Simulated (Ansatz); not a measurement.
```xyz
14

C    -0.1952    2.4226   -0.6429
Al    0.0999    0.5389   -0.2683
Si    1.8047   -0.8794   -1.3218
O    -0.8834   -0.2279    0.8758
Si   -1.5085   -1.3894    1.8231
H    -1.0880    2.8071   -0.1444
H    -0.2969    2.6014   -1.7180
H     0.6604    3.0203   -0.3100
H     2.5979   -1.6255   -0.3025
H     1.1721   -1.8976   -2.2110
H     2.7655   -0.1026   -2.1568
H    -0.8535   -2.7010    1.5602
H    -2.9661   -1.5277    1.5618
H    -1.3090   -1.0392    3.2549
```

The species carries charge 0 and has multiplicity 1.

Problem. List the r2SCAN/def2-TZVPP orbital energies in eV (Ansatz 0.2.0). (Estimate.)

Solution. Ansatz gave: Occupied: -1791.27, -1790.55, -1517.09, -515.47, -272.46, -141.64, -141.07, -110.58, -96.53, -96.49, -96.49, -95.92, -95.92, -95.90, -70.94, -70.73, -70.66, -25.40, -17.78, -13.98, -13.51, -11.14, -10.15, -10.11, -9.64, -9.60, -8.69, -8.68, -8.42, -7.77, -7.71, -6.46. Lowest empty: -1.78, -0.64, -0.26, 0.87, 1.17, 1.22, 1.49, 1.52.
